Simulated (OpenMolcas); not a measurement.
## A ladder of methods for C4H12Ge (SMILES CC(C)C[GeH3])

The species is C4H12Ge (17 atoms), meant as a singlet with charge 0. As SMILES, `CC(C)C[GeH3]`. The shape is that of a PBE0-D4/def2-TZVP optimisation. This is one conformer, not always the lowest.

| atom | x (Å) | y (Å) | z (Å) |
| --- | --- | --- | --- |
| C | -1.0653 | 0.0170 | 1.1524 |
| C | 0.3405 | -0.1223 | 0.5863 |
| C | 1.0254 | -1.3591 | 1.1528 |
| C | 0.3399 | -0.1647 | -0.9407 |
| Ge | -0.3578 | 1.4422 | -1.8252 |
| H | -1.5527 | 0.9373 | 0.8205 |
| H | -1.0492 | 0.0267 | 2.2449 |
| H | -1.6932 | -0.8222 | 0.8358 |
| H | 0.9197 | 0.7559 | 0.9006 |
| H | 0.4795 | -2.2649 | 0.8702 |
| H | 2.0471 | -1.4557 | 0.7772 |
| H | 1.0692 | -1.3239 | 2.2448 |
| H | 1.3593 | -0.3106 | -1.3113 |
| H | -0.2434 | -1.0234 | -1.2918 |
| H | 0.0409 | 1.4372 | -3.3126 |
| H | -1.8929 | 1.5289 | -1.7427 |
| H | 0.2329 | 2.7018 | -1.1613 |

Quantity: the HOMO–LUMO gap, in eV. The values are calculated.

```
                              level             kind     program  value (eV)
    HF/6-31G* (spherical functions)     Hartree–Fock  OpenMolcas       15.23
  BLYP/6-31G* (spherical functions)              GGA  OpenMolcas        7.36
revPBE/6-31G* (spherical functions)              GGA  OpenMolcas        7.49
r2SCAN/6-31G* (spherical functions)         meta-GGA  OpenMolcas        8.16
M06-2X/6-31G* (spherical functions)  hybrid meta-GGA  OpenMolcas       11.19
  PBE0/6-31G* (spherical functions)    global hybrid  OpenMolcas           ?
 B3LYP/6-31G* (Cartesian functions)    global hybrid  OpenMolcas           ?
B2PLYP/6-31G* (spherical functions)    double hybrid  OpenMolcas       11.58
```

(1) Estimate the missing values from the other rows.

Results:

(1) As computed at these levels: PBE0/6-31G* (spherical functions): 9.48 eV; B3LYP/6-31G* (Cartesian functions): 8.99 eV. All-electron rows without a relativistic Hamiltonian named are non-relativistic. The values span 7.36 to 15.23 eV. Orbital gaps aren't excitation energies, and those of double hybrids come from the SCF part alone; they tend to grow with the share of exact exchange.
